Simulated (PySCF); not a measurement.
## Lead: a sound run and one with changed settings

Sound run: Pb [Xe] 4f14 5d10 6s2 6p2, Pb+ [Xe] 4f14 5d10 6s2 6p1. All numbers are calculated (PySCF 2.14, a scalar-relativistic core potential, in def2-SVP with the def2 core potential (60 electrons)). In the sound run the correlated levels freeze 5s2 5p6 5d10 outside the core potential. The sound run starts from symmetry-adapted Hartree-Fock orbitals and uses a fine grid where one is needed.

A second run was set up differently.

```json
{"species": "Pb", "method": "MP2", "sound run (hartree)": "-191.86186", "changed run (hartree)": "-191.90065", "converged": "yes"}
{"species": "Pb+", "method": "MP2", "sound run (hartree)": "-191.61343", "changed run (hartree)": "-191.64908", "converged": "yes"}
```

Ionisation energy of Pb:

```csv
method,sound run (eV),changed run (eV)
UHF,6.570,6.570
MP2,6.760,6.846
SCS-MP2,6.709,6.757
```

Question: What was changed?
A. level shift left on
B. too few SCF iterations
C. minimal basis
D. all electrons correlated in a valence basis

Answer: D. A valence basis has no tight correlating functions, so it recovers only part of the core correlation, and not evenly between atom and ion.
